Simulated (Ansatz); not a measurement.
A nudged elastic band was laid between two geometries of C2H6BFN2 (12 atoms, charge 0, multiplicity 1).

These are results of RKS revPBE/def2-SVP (Ansatz 0.2.0), not measurements.

| Item | Value |
| --- | --- |
| movable images | 9 |
| climbing image | yes |
| spring | 5.0 eV/Å² |
| optimiser | lbfgs |
| start path | through a guess of the saddle point |
| force threshold | 0.05 eV/Å |
| iteration limit | 60 |
| end points | relaxed |
| largest step | 0.02 Å |

Initial state:

```xyz
12
Properties=species:S:1:pos:R:3
N -0.419 -0.935 1.710
C 0.127 -0.024 0.732
N 0.645 -0.560 -0.590
C 0.108 0.534 -1.460
B -0.777 0.919 -0.196
F -1.858 1.671 -0.001
H -1.088 -1.573 1.260
H 0.319 -1.535 2.104
H 0.892 0.611 1.254
H 1.666 -0.691 -0.640
H 0.833 1.341 -1.736
H -0.371 0.185 -2.403
```

Final state:

```xyz
12
Properties=species:S:1:pos:R:3
N -0.438 -1.406 1.025
C 0.115 -0.094 0.834
N 0.939 0.003 -0.458
C -0.155 0.265 -1.479
B -0.533 0.973 -0.129
F -0.559 2.317 0.091
H 0.117 -1.985 1.666
H -1.395 -1.354 1.385
H 0.720 0.318 1.676
H 1.693 0.700 -0.434
H 0.175 0.894 -2.328
H -0.603 -0.686 -1.814
```

Problem. What changes between the two ends?

Solution. No bond is made or broken. The dihedral H8–N1–C2–H9 goes from -60 to 94°.

Problem. What energy profile does the band end with?

Solution. The run converged. The highest image is number 5 of 0 to 10, 25.4 kJ/mol above the first end and 26.3 kJ/mol above the last; the last end lies 0.9 kJ/mol below the first. The order of the stationary point at the top wasn't checked.

| image | path coordinate (Å) | energy (kJ/mol) | dihedral H8–N1–C2–H9 (°) |
| --- | --- | --- | --- |
| 0 | 0.00 | 0.0 | -60 |
| 1 | 0.40 | 1.9 | -51 |
| 2 | 0.80 | 7.4 | -39 |
| 3 | 1.19 | 15.2 | -24 |
| 4 | 1.58 | 22.1 | -9 |
| 5 | 1.97 | 25.4 | 6 |
| 6 | 2.42 | 24.2 | 22 |
| 7 | 2.87 | 18.7 | 39 |
| 8 | 3.34 | 10.4 | 56 |
| 9 | 3.81 | 2.5 | 74 |
| 10 | 4.29 | -0.9 | 94 |

Problem. What is the geometry of the highest image?

Solution. 
```xyz
12
Properties=species:S:1:pos:R:3
N -0.632 -1.160 1.351
C 0.125 -0.029 0.761
N 0.784 -0.424 -0.531
C -0.048 0.419 -1.474
B -0.669 1.029 -0.142
F -1.288 2.182 0.122
H -0.249 -2.012 0.918
H -0.423 -1.237 2.355
H 0.838 0.425 1.495
H 1.785 -0.193 -0.562
H 0.523 1.144 -2.099
H -0.669 -0.199 -2.160
```

The band took 39 iterations and roughly 25 core-minutes.

Run time: 13 min on 2 threads of Arm Neoverse V1 (shared host), peak memory 0.15 GiB.
